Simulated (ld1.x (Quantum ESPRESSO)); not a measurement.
N: excitation energies, all-electron against PAW

| Quantity | Value |
| --- | --- |
| Element | nitrogen |
| Generator | ld1.x (Quantum ESPRESSO) 7.5 |
| Type | PAW |
| Functional | LDA (PZ) |
| Relativity | non-relativistic |
| Frozen core | [He] |
| Valence charge | 5 |
| Reference configuration | 2s1.5 2p3.5 |
| Partial waves | 2s (bound): rcut 1.00, rcutus 1.10 bohr; 2s channel at -0.65 Ry: rcut 1.00, rcutus 1.10 bohr; 2p (bound): rcut 1.55, rcutus 1.70 bohr; 2p channel at 0.35 Ry: rcut 1.55, rcutus 1.70 bohr; 3d channel at 0.05 Ry: rcut 1.60, rcutus 1.85 bohr |
| Local potential | all-electron potential smoothed inside 1.10 bohr (lloc = -1) |
| Core correction | Bessel-smoothed model core inside 0.95 bohr |
| Augmentation charge | BESSEL, radius 0.90 bohr |

Energies are relative to the spin-unpolarised reference configuration 2s1.5 2p3.5; without spin polarisation the order of configurations can differ from experiment. Spin-polarised rows fill each open shell by Hund’s rule, majority spin first.

Its overlap operator is not positive definite in a basis up to 400 Ry (lowest eigenvalue d -0.18), so the file is unfit for use: the generalised eigenproblem breaks down once the basis is large enough, and its test numbers describe a broken file.

| valence configuration | charge | ΔE all-electron (eV) | error AE − PS (meV) |
| --- | --- | --- | --- |
| 2s2 2p3 | 0 | -5.581 | 0.0 |
| 2s2 2p2 | +1 | 8.156 | -0.1 |
| 2s2 2p1 | +2 | 37.131 | -1.3 |
| 2s2 2p0 | +3 | 84.298 | +2.0 |
| 2s0 2p5 | 0 | 16.811 | -1.1 |
| 2s1 2p0 | +4 | 161.723 | -24 |
| 2s1 2p4 | 0 | 5.593 | -0.1 |
| 2s1.5 2p3.5 (spin-polarised) | 0 | -3.029 | -3.1 |
| 2s2 2p3 (spin-polarised) | 0 | -8.474 | -3.2 |

The ghost test of this file was not conclusive.
